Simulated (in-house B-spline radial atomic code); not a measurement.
Configurations of neutral arsenic, with energies counted from [Ar] 3d10 4s2 (4p1/2)2 (4p3/2)1. Level of theory: Dirac-Hartree-Fock, average of each configuration as written, Fermi nucleus of rms radius 4.0968 fm; calculated with a radial B-spline atomic code at the basis-set limit. Energies include first-order Breit, QED and recoil terms.

Occupations are held fixed; configurations that lie above the ionisation limit could autoionise.

```tsv
configuration	E - E(ref) (eV)	highest orbital	its <r> (bohr)
[Ar] 3d10 4s2 (4p1/2)1 (4p3/2)2	-0.083897	4p3/2	2.571
[Ar] 3d10 4s2 (4p3/2)2 (8d3/2)1	8.3955	8d3/2	68.38
[Ar] 3d10 4s1 (4p1/2)2 (4p3/2)1 (5g9/2)1	17.834	5g9/2	27.5
[Ar] (3d3/2)3 (3d5/2)6 4s2 (4p1/2)1 (4p3/2)2 7s1	48.34	7s1/2	24.95
```

(1) Order these further configurations by energy, lowest first.
A. [Ar] 3d10 4s2 (4p1/2)1 (4p3/2)1 (4d3/2)1
B. [Ar] (3d3/2)4 (3d5/2)5 4s2 (4p3/2)3 (5g7/2)1
C. [Ar] 3d10 4s1 (4p3/2)3 (4d3/2)1
D. [Ne] 3s2 (3p1/2)1 (3p3/2)4 3d10 4s2 (4p3/2)3 (7d5/2)1
E. [Ar] 3d10 4s2 (4p3/2)3

(2) Is the reference the lowest configuration at this level of theory?

Results:

(1) E (0.4945 eV), A (6.5841 eV), C (17.397 eV), B (48.757 eV), D (157.02 eV).

(2) No: [Ar] 3d10 4s2 (4p1/2)1 (4p3/2)2 lies 0.0839 eV lower. Averages of configurations without correlation can order differently from the measured ground levels.
